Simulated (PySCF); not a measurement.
Si(NH2)4 (H8N4Si), SMILES N[Si](N)(N)N. The structure is a stationary point at PBE-D3(BJ)/def2-SVP. The values are those of a single conformer.

Calculation: PySCF 2.14.0 with PBE-D3(BJ)/def2-SVP.

Harmonic wavenumbers (cm⁻¹): 145, 192, 213, 213, 286, 289, 306, 306, 383, 440, 448, 448, 449, 696, 757, 757, 792, 811, 881, 881, 929, 1486, 1486, 1488, 1494, 3478, 3478, 3478, 3479, 3575, 3575, 3576, 3576. Rotational constants (GHz): 3.768, 3.363, 3.363; symmetry number 2.

Problem. Work out the zero-point energy and the ideal-gas rigid-rotor harmonic-oscillator thermochemistry at 298.15 K and 1 atm.

Solution. ZPE = ½ Σ hcν = ½ × 44791 cm⁻¹ = 267.91 kJ/mol. H − E(el) = 293.68 kJ/mol. Entropy in J/(mol K): translation 165.16, rotation 104.80, vibration 86.51, total 356.48. G − E(el) = 187.40 kJ/mol. Cp = 144.18 J/(mol K). Modes under 150 cm⁻¹ make the vibrational entropy uncertain.
